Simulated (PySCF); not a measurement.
(Z)-2-chloro-3-fluorobut-2-ene (C4H6ClF), SMILES C/C(F)=C(\C)Cl.

The structure is a stationary point at B3LYP-D3(BJ)/def2-SVP.

Two levels are set side by side: PBE/def2-TZVP (PySCF) and PBE0/def2-TZVP (PySCF). Same geometry, gas phase. Differences are taken from unrounded values.

```
quantity                       PBE
---------------------------  -----
orbital gap (eV)              4.97
highest occupied level (eV)  -5.62
lowest empty level (eV)      -0.65
dipole moment (D)             2.81
mean polarisability (bohr³)   64.8
```

### Question
These are the PBE values. What does PBE0 give? (An estimate is asked for; the answer gives what the named calculation found.)

### Answer

| quantity | PBE0 | PBE minus PBE0 |
|---|---|---|
| orbital gap (eV) | 7.15 | -2.18 |
| highest occupied level (eV) | -6.82 | 1.20 |
| lowest empty level (eV) | 0.33 | -0.98 |
| dipole moment (D) | 2.99 | -0.18 |
| mean polarisability (bohr³) | 62.8 | 2.0 |

Without exact exchange PBE keeps part of each electron's self-repulsion, which lifts occupied levels and narrows the gap. Loosely held outer electrons make PBE densities more polarisable. Differences between two approximate levels are no errors against the true value.

Rough cost on one machine, each run with all the roots and properties that it gave: PBE0 against PBE within a factor of 2.
